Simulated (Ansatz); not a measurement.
Mulliken charges of H5NOSSeSi, SMILES `N[Si](O)(S)[SeH]` from B3LYP/def2-TZVPP in Ansatz (PBE0-D4/def2-TZVP geometry).

```json
{"atom": "N1", "x (Å)": "-0.357", "y (Å)": "1.370", "z (Å)": "0.362", "charge (e)": "-0.375"}
{"atom": "Si2", "x (Å)": "-0.041", "y (Å)": "-0.243", "z (Å)": "-0.042", "charge (e)": "0.601"}
{"atom": "O3", "x (Å)": "0.898", "y (Å)": "-0.756", "z (Å)": "1.200", "charge (e)": "-0.380"}
{"atom": "S4", "x (Å)": "-1.850", "y (Å)": "-1.332", "z (Å)": "-0.309", "charge (e)": "-0.275"}
{"atom": "Se5", "x (Å)": "0.987", "y (Å)": "-0.659", "z (Å)": "-2.048", "charge (e)": "-0.220"}
{"atom": "H6", "x (Å)": "0.329", "y (Å)": "1.921", "z (Å)": "0.851", "charge (e)": "0.149"}
{"atom": "H7", "x (Å)": "-1.013", "y (Å)": "1.924", "z (Å)": "-0.160", "charge (e)": "0.148"}
{"atom": "H8", "x (Å)": "1.418", "y (Å)": "-1.543", "z (Å)": "1.022", "charge (e)": "0.193"}
{"atom": "H9", "x (Å)": "-2.202", "y (Å)": "-1.197", "z (Å)": "0.982", "charge (e)": "0.114"}
{"atom": "H10", "x (Å)": "1.914", "y (Å)": "0.464", "z (Å)": "-1.856", "charge (e)": "0.045"}
```

By hand: the dipole of these point charges (1 e Å = 4.8032 D).

Σ q r = (0.067, 0.296, 0.247) e Å, of length 0.391 e Å = 1.88 D.

How does the dipole of the full density compare? (Estimate.)

The calculation gave: (0.150, 0.294, 0.195) e Å, 1.84 D; the point charges give 1.02 times that, at 14° from its direction.

Point charges leave out the atoms' own dipoles, such as those of lone pairs, and Mulliken's split depends on the basis, so the close match here is no proof of good charges.

B3LYP here is the variant with VWN-RPA as its local correlation; programs differ in this.
